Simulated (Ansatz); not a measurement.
Frontier orbitals of CH5ClNNbOS (`C[O][Nb]([NH2])(=[S])[Cl]`).

Cartesian coordinates in Å:
```
C -1.3116 -0.5643 -1.5999
O -0.3688 0.1384 -0.8352
Nb 1.0131 0.0584 0.3988
N 0.4849 0.9989 2.0233
S 1.3756 -1.9727 0.9681
Cl 2.8974 1.0209 -0.5231
H -2.3171 -0.2308 -1.3303
H -1.2254 -1.6394 -1.4214
H -1.1411 -0.3578 -2.6594
H 0.5242 0.6276 2.9607
H 0.0687 1.9209 2.0184
```

Total charge 0; spin multiplicity 1. Correlated methods include outer-core shells of Nb, which these sets cover unevenly. Nb takes the def2 core potential. The structure was optimised at the PBE0-D4/def2-TZVP level. It is one conformer, not always the lowest. Basis def2-TZVPP, the Gaussian-basis code of Ansatz.

Orbital energies of one run (eV). Highest occupied ones, from the top: -8.61, -8.75, -9.45, -9.72, -10.33, -10.78, -11.20, -11.40, -11.88, -13.38, -14.94, -14.97, -15.42, -15.92. Empty: -1.07, -0.75, -0.14, 0.29, 0.42, 0.58.

(1) Which functional gave them?
A. PBE0
B. BHLYP
C. r2SCANh
D. r2SCAN0

Answers

(1) B. HOMO energies: BHLYP -8.61, r2SCANh -7.16, PBE0 -7.62, r2SCAN0 -7.81 eV.
